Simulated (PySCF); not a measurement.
Compound: C5H8OS.
SMILES: `C(/[S@](=O)C)=C/C=C`

A PySCF run (density fitting, gas phase, GFN2-xTB geometry) gave HOMO -6.61 eV, LUMO -1.52 eV, dipole 4.23 D and E = -668.152 Eh.

Task: Which of these levels was it?
A. CAM-B3LYP/def2-SVPD
B. PBE0/pcSseg-1
C. HF/MINI

Result: B. It is PBE0/pcSseg-1. All candidates on this geometry:

| level and settings | kind | basis functions | SCF cycles | E (Eh) | HOMO (eV) | LUMO (eV) | dipole (D) |
| --- | --- | --- | --- | --- | --- | --- | --- |
| PBE0/pcSseg-1 | global hybrid | 166 | 15 | -668.1521 | -6.61 | -1.52 | 4.23 |
| CAM-B3LYP/def2-SVPD | range-separated hybrid | 214 | 14 | -668.2225 | -8.02 | -0.48 | 4.51 |
| HF/MINI | Hartree–Fock | 47 | 11 | -661.9614 | -9.92 | 1.13 | 3.52 |

The nearest other candidate, by the summed differences of HOMO and LUMO, is CAM-B3LYP/def2-SVPD: its HOMO differs by -1.41 eV and its LUMO by +1.04 eV. Cycle counts include a coarse-grid stage where the run had one. At HF/MINI the closed-shell solution lies near or past a triplet instability.

Conformer computed: `[CH2:1]=[CH:2]/[CH:3]=[CH:4]\[S@@:5]([CH3:6])=[O:7]`: C1–C2–C3–C4 -176°, C3–C4–S5–C6 89°.
